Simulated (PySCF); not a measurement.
C2H2F3O, SMILES O[CH]C(F)(F)F, multiplicity 2. Atoms are numbered in the order given.

```xyz
8

O     -2.0139    -0.3338     0.0917
C     -0.8333    -0.7080    -0.4370
C      0.3928     0.0331    -0.0489
F      0.3004     0.4162     1.2510
F      1.4906    -0.7168    -0.1974
F      0.5968     1.1680    -0.7589
H     -1.8520     0.1202     0.9349
H     -0.8834    -1.2069    -1.4055
```
Charge 0, spin multiplicity 2.

Geometry optimised at B3LYP-D3(BJ)/def2-SVP. The isomer is the one that the SMILES or the coordinates give; other isomers of the formula were not compared. The values are those of a single conformer.

Calculation: B3LYP-D3(BJ)/def2-SVP in PySCF 2.14.0.

Harmonic, unscaled wavenumbers; measured fundamentals usually lie a few per cent lower.

```tsv
mode	ν (cm⁻¹)	IR (km/mol)	moving atoms (share of kinetic energy)
1	91	0.1	O 33 %, F 32 %, C 19 %, H 17 %
2	241	7.9	F 49 %, O 35 %, H 11 %
3	316	6.5	H 49 %, F 40 %
4	431	6.1	F 59 %, O 24 %, C 10 %
5	470	27.0	F 45 %, H 31 %, C 20 %
6	546	53.9	F 46 %, H 42 %, C 9 %
7	557	5.1	F 70 %, C 14 %, H 10 %
8	621	52.5	H 36 %, C 36 %, F 28 %
9	680	25.6	F 59 %, C 28 %, H 11 %
10	850	29.4	F 62 %, C 28 %, H 8 %
11	1125	336.9	C 75 %, F 23 %
12	1166	94.2	H 61 %, C 17 %, O 17 %
13	1232	403.1	C 68 %, F 18 %
14	1258	154.1	C 69 %, H 21 %
15	1351	30.6	H 63 %, C 24 %, O 12 %
16	1503	26.8	C 67 %, H 21 %, O 11 %
17	3237	2.4	H 92 %, C 8 %
18	3762	90.8	H 94 %
```
